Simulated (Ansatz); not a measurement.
Ansatz (a quantum-chemistry and plane-wave program) input (HF/6-31G*):

Ansatz 0.2 input:
```yaml
crystal:
  periodic: [false, false, false]
  atoms:
    - {symbol: B, position_ang: [-0.00000000, -0.00000000, 0.00000000]}
    - {symbol: H, position_ang: [-1.14940700, -0.10568700, -0.28676500]}
    - {symbol: H, position_ang: [0.42885700, -0.56396100, 0.95528500]}
    - {symbol: H, position_ang: [0.72055000, 0.66964800, -0.66852000]}
basis:
  gaussian:
    orbitals: 6-31G*
hamiltonian:
  xc: {name: HF}
relax: {f_tol: 0.003, max_steps: 120}
```

Output:

```
Functional definition: HF
integrals: 0.00 GiB planned
263 factors; integrals over basis functions are off by at most 5.5e-4 eV
mean field: 0.04 GiB planned
mean field evaluation 1: about -717.7253 eV, gradient 9.5e0 eV
mean field evaluation 2: about -717.7239 eV, gradient 9.5e0 eV
mean field evaluation 4: about -718.1084 eV, gradient 2.2e-1 eV
mean field evaluation 8: about -718.1086 eV, gradient 1.1e-5 eV
mean field -718.10864709 eV, -26.3900060291 hartree, gradient 9.9e-6 eV, S^2 0.000000; 0 other end points of the search recorded, 0 dependent functions left out
the calculation of the forces begins
reference -718.10864709 eV, -26.3900060291 hartree; 4, 4 occupied and 17, 17 virtual orbitals, 263 factors
relax step   1: F+E_penalty+E_count = -718.10864709 eV  Δ(F+E_penalty+E_count) = +0.000e0 eV  max|allowed force component| = 2.690e-2 eV/Å  Δτ_max = 0.0000 Å  (23 SCF iters, accepted)
these checks for a lower state are left out or cut short: starts, cluster_reference, orbital_swaps, neighbouring_geometries, increment
integrals: 0.00 GiB planned
263 factors; integrals over basis functions are off by at most 5.5e-4 eV
mean field: 0.04 GiB planned
mean field -718.10868849 eV, -26.3900075505 hartree, gradient 1.7e-5 eV, S^2 0.000000; 0 other end points of the search recorded, 0 dependent functions left out
the calculation of the forces begins
reference -718.10868849 eV, -26.3900075505 hartree; 4, 4 occupied and 17, 17 virtual orbitals, 263 factors
relax step   2: F+E_penalty+E_count = -718.10868849 eV  Δ(F+E_penalty+E_count) = -4.140e-5 eV  max|allowed force component| = 5.718e-3 eV/Å  Δτ_max = 0.0008 Å  (13 SCF iters, accepted)
these checks for a lower state are left out or cut short: starts, cluster_reference, orbital_swaps, neighbouring_geometries, increment
integrals: 0.00 GiB planned
263 factors; integrals over basis functions are off by at most 5.5e-4 eV
mean field: 0.04 GiB planned
mean field evaluation 16: about -718.1104 eV, gradient 2.5e-2 eV
mean field -718.10869045 eV, -26.3900076223 hartree, gradient 1.7e-5 eV, S^2 0.000000; 0 other end points of the search recorded, 0 dependent functions left out
the calculation of the forces begins
reference -718.10869045 eV, -26.3900076223 hartree; 4, 4 occupied and 17, 17 virtual orbitals, 263 factors
relax step   3: F+E_penalty+E_count = -718.10869045 eV  Δ(F+E_penalty+E_count) = -1.954e-6 eV  max|allowed force component| = 6.626e-6 eV/Å  Δτ_max = 0.0002 Å  (12 SCF iters, accepted)
integrals: 0.00 GiB planned
263 factors; integrals over basis functions are off by at most 5.5e-4 eV
mean field: 0.04 GiB planned
mean field evaluation 32: about -718.1087 eV, gradient 1.7e-5 eV
mean field -718.10869045 eV, -26.3900076223 hartree, gradient 1.7e-5 eV, S^2 0.000000; 1 other end points of the search recorded, 0 dependent functions left out
the calculation of the forces begins
reference -718.10869045 eV, -26.3900076223 hartree; 4, 4 occupied and 17, 17 virtual orbitals, 263 factors
Total energy: -718.10869045 eV, -26.3900076223 hartree
Atom 0 at     0.000000     0.000000     0.000000 Å, force    -0.000000    -0.000000    -0.000000 eV/Å
Atom 1 at    -1.148404    -0.105595    -0.286515 Å, force    -0.000007    -0.000001    -0.000002 eV/Å
Atom 2 at     0.428483    -0.563469     0.954451 Å, force     0.000003    -0.000003     0.000006 eV/Å
Atom 3 at     0.719921     0.669064    -0.667937 Å, force     0.000004     0.000004    -0.000004 eV/Å
Dipole moment:     0.000000     0.000000     0.000000 e Å
```

The geometry given is a B3LYP-D3(BJ)/def2-TZVP minimum.
